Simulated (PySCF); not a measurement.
# What builds the second ionisation energy along group 12

All values are computed (PySCF 2.14, energy differences of UHF-based or UKS calculations, no spin-orbit coupling). Each column adds one step, in eV (sums use unrounded values): valence MP2, valence CCSD, valence triples, then the next inner shell at CCSD(T) (Zn 3s 3p, Cd 4s 4p, Hg 5s 5p). References (NIST) marked * lie between the lowest fine-structure levels; the others compare directly ((s) semi-empirical, (t) theoretical).

```tsv
element	UHF	+ MP2	+ CCSD	+ (T)	+ inner shell	sum	reference
Zn [Ar] 3d10 4s1 → [Ar] 3d10 (x2c-TZVPPall, spin-free X2C)	16.877	0.907	-0.109	0.061	0.031	17.768	17.964
Cd [Kr] 4d10 5s1 → [Kr] 4d10 (x2c-TZVPPall, spin-free X2C)	15.568	1.109	-0.168	0.056	0.085	16.650	16.908
Hg [Xe] 4f14 5d10 6s1 → [Xe] 4f14 5d10 (x2c-TZVPPall, spin-free X2C)	17.097	1.416	-0.218	0.071	0.089	18.454	18.757
```

What remains against the references is mostly basis incompleteness.

These are valence bases, so the inner-shell step is incomplete.
